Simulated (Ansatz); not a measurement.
Input file for Ansatz (a first-principles code): U-r2SCAN/cc-pV(T+d)Z on SiS, a point of a bond scan (R = 2.616 Å). Files ending in .json are basis or fitting sets from the Basis Set Exchange.

Ansatz 0.2 input:
```yaml
crystal:
  periodic: [false, false, false]
  atoms:
    - {symbol: Si, position_ang: [-0.00000000, -0.00000000, -1.03360590]}
    - {symbol: S, position_ang: [0.00000000, 0.00000000, 1.58270903]}
basis:
  gaussian:
    orbitals: cc-pV_T+d_Z.json
hamiltonian:
  xc: {name: r2SCAN}
magnetization: {spin_polarized: true, initial_magnetization: 0}
```

Program output:

```
WARN ansatz: RAYON_NUM_THREADS=1 ignored (pool sized by the plan → 1); use --threads N
Functional definition: r2SCAN
integrals: 0.02 GiB planned
594 factors; their error is unknown
mean field: 0.21 GiB planned
mean field evaluation 1: about -18702.2177 eV, gradient 2.7e1 eV
mean field evaluation 2: about -18586.8318 eV, gradient 8.9e1 eV
mean field evaluation 4: about -18696.7627 eV, gradient 4.3e1 eV
mean field evaluation 8: about -18709.4758 eV, gradient 5.1e-2 eV
mean field evaluation 16: about -18709.4997 eV, gradient 9.4e-1 eV
mean field evaluation 32: about -18707.9464 eV, gradient 3.9e0 eV
mean field evaluation 64: about -18709.3889 eV, gradient 2.7e0 eV
mean field -18709.52068420 eV, -687.5622033756 hartree, gradient 1.6e-5 eV, S^2 0.389040; 9 other end points of the search recorded, 0 dependent functions left out
reference -18709.52069326 eV, -687.5622037088 hartree; 15, 15 occupied and 63, 63 virtual orbitals, 594 factors
Total energy: -18709.52069326 eV, -687.5622037088 hartree
```

The run converged. Its determinant has ⟨S²⟩ = 0.39, a mixture of spin states.

Cost: about 7 core-seconds (a rough figure).
